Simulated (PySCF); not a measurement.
Si(OMe)2(NH2)2, SMILES CO[Si](N)(N)OC (C2H10N2O2Si) (GFN2-xTB optimised geometry):

```
17

C     -0.634    -0.168    -2.646
O     -0.836    -0.510    -1.306
Si    -0.282     0.287     0.000
N      1.452     0.287     0.000
N     -0.928     1.895     0.000
O     -0.834    -0.500     1.309
C     -0.634    -1.850     1.629
H     -1.320    -0.764    -3.250
H      0.394    -0.388    -2.947
H     -0.829     0.893    -2.813
H      1.921     0.712    -0.783
H      1.915     0.561     0.851
H     -0.670     2.493     0.768
H     -1.921     1.976    -0.150
H     -1.012    -2.493     0.834
H      0.428    -2.057     1.775
H     -1.176    -2.053     2.554
```

Level of theory: CAM-B3LYP/def2-SVP in PySCF.

What are the frontier orbital energies and the dipole moment?

HOMO-2 -9.28 eV, HOMO-1 -8.81 eV, HOMO -8.45 eV, LUMO 2.32 eV, LUMO+1 3.39 eV; dipole moment 1.36 D.

On the same geometry PBE/def2-SVP in PySCF 2.14.0 gives HOMO-2 -6.17 eV, HOMO-1 -5.77 eV, HOMO -5.44 eV, LUMO 0.57 eV, LUMO+1 1.59 eV; dipole moment 1.36 D.

Meta-Löwdin charges at CAM-B3LYP/def2-SVP: C1 -0.06, O2 -0.62, Si3 1.38, N4 -0.71, N5 -0.71, O6 -0.62, C7 -0.06, H8 0.10, H9 0.09, H10 0.09, H11 0.21, H12 0.21, H13 0.21, H14 0.21, H15 0.09, H16 0.09, H17 0.10.
